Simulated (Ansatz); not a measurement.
Relaxation of ClGeH₆O₃P (12 atoms, charge 0, multiplicity 1), to a largest force component of 0.03 eV/Å in at most 50 steps.

Computed with RHF/def2-SVP (Ansatz).

```xyz
12
Properties=species:S:1:pos:R:3:forces:R:3
Ge 0.337 0.394 -0.279 -0.13 -0.11 -0.92
Cl 0.238 -0.354 3.081 -0.03 1.28 0.91
O 1.608 -0.240 -1.303 -0.01 0.00 0.00
H 1.507 -1.144 -1.563 0.00 -0.01 0.00
O -0.836 1.323 -1.204 0.00 -0.02 0.00
H -1.372 0.841 -1.815 0.01 0.01 -0.01
O -0.478 -1.075 0.205 -0.01 0.00 0.00
H -1.072 -1.051 0.938 0.00 0.00 -0.01
P 1.184 2.029 1.072 0.19 0.35 0.12
H 2.445 1.429 1.270 0.00 0.00 0.00
H 1.555 2.834 -0.023 0.00 0.00 0.01
H 0.222 0.956 3.265 -0.03 -1.49 -0.09
```

Where does it end, and by what steps?

It converged. After 21 steps the energy has fallen by 0.418 eV; Cl2 moved furthest, 1.35 Å.

| step | energy less start (eV) | largest force component (eV/Å) | accepted |
| --- | --- | --- | --- |
| 0 | 0.0000 | 1.493 | yes |
| 1 | -0.1680 | 0.929 | yes |
| 2 | -0.2331 | 0.984 | yes |
| 3 | -0.3126 | 0.609 | yes |
| 4 | -0.3516 | 0.193 | yes |
| 5 | -0.3476 | 0.282 | no |
| 6 | -0.3667 | 0.123 | yes |
| 7 | -0.3768 | 0.232 | yes |
| 8 | -0.3835 | 0.469 | yes |
| 9 | -0.3917 | 0.278 | yes |
| 10 | -0.4019 | 0.136 | yes |
| 11 | -0.3930 | 0.233 | no |
| 12 | -0.4058 | 0.060 | yes |
| 13 | -0.4100 | 0.036 | yes |
| 14 | -0.4127 | 0.167 | yes |
| 15 | -0.4130 | 0.207 | yes |
| 16 | -0.4142 | 0.192 | yes |
| 17 | -0.4149 | 0.183 | yes |
| 18 | -0.4161 | 0.158 | yes |
| 19 | -0.4172 | 0.089 | yes |
| 20 | -0.4174 | 0.056 | yes |
| 21 | -0.4176 | 0.029 | yes |

```xyz
12
Properties=species:S:1:pos:R:3
Ge 0.444 0.369 -0.411
Cl -0.976 -0.019 3.571
O 1.281 -0.062 -1.883
H 1.490 -0.981 -1.974
O -1.038 1.198 -0.823
H -1.532 0.857 -1.555
O 0.140 -1.183 0.336
H -0.304 -1.196 1.172
P 1.556 1.817 1.008
H 2.843 1.283 0.789
H 1.656 2.880 0.089
H -0.221 0.980 3.324
```

Whether the end is a true minimum wasn't checked by a vibrational analysis.

Time of the run: 41 s on 4 threads of Arm Neoverse V1, with other jobs on the host, peak memory 0.39 GiB.
